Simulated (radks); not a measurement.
Results of a calculation; reference values are marked as such.
Problem. Cd III, configuration [Kr] 4d10. Level of theory: non-relativistic Kohn-Sham, r2SCAN, spin-polarised, spherical densities, point nucleus; meta-GGA in the generalised Kohn-Sham scheme; relativity is left out, which matters for an element this heavy (a radial shooting solver on a logarithmic mesh with Libxc functionals). Some entries of the table are withheld. Estimate them.

orbital  occ.  eigenvalue (eV)  r(max) (bohr)
1s          2        -25715.60        0.02099
2s          2              (1)         0.1164
2p          6        -3509.029            (2)
3s          2        -719.3740            (3)
3p          6        -614.3828         0.3223
3d         10        -420.9962         0.2668
4s          2        -119.2880         0.8235
4p          6         -85.5172         0.8587
4d         10         -31.1862            (4)

Solution. 
(1) 2s eigenvalue (eV): -3766.210
(2) 2p r(max) (bohr): 0.09131
(3) 3s r(max) (bohr): 0.3355
(4) 4d r(max) (bohr): 0.9739
